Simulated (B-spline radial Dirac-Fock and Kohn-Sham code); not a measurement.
**Kohn-Sham estimates against Dirac-Fock for the levels of Se⁺**

System: selenium as Se⁺ in the configuration [Ar] 3d10 4s2 4p3.

The density-functional columns are spherical, spin-unpolarised Dirac-Kohn-Sham results without Breit or QED terms: −ε is minus the orbital energy of the initial state and ΔSCF the difference of two total energies. The reference in the last column comes from multi-electron Dirac-Fock with separately optimised hole states, Breit and Lamb-shift corrections added in first order. All numbers are from a radial B-spline solver, in eV; a selection of levels is shown. The Kohn-Sham columns are given as differences from the reference. For the 1s level of heavy atoms much of the gap between ΔSCF and the reference is the Breit and QED part, -27.3 eV here; for other levels the error of the functional can be larger.

```csv
level,LDA −ε − DF,LDA ΔSCF − DF,PBE −ε − DF,PBE ΔSCF − DF,Dirac-Fock
1s,-186.7,+24.4,-165.3,+46.5,12676.7
2s,-65.0,-31.0,-62.6,-28.7,1679.6
2p3/2,-45.8,-5.1,-45.2,-4.5,1455.1
3s,-30.6,-17.8,-29.8,-17.0,253.7
3p3/2,-22.8,-10.3,-22.5,-10.0,184.1
3d3/2,-10.1,+2.1,-10.4,+1.8,74.50
3d5/2,-10.1,+2.0,-10.4,+1.7,73.66
4s,-4.8,+1.0,-5.0,+0.7,31.84
4p,-3.9,+1.0,-4.1,+0.8,19.52
```

Values without a named source are computed, but for edge energies of neutral atoms, which are taken from tables.
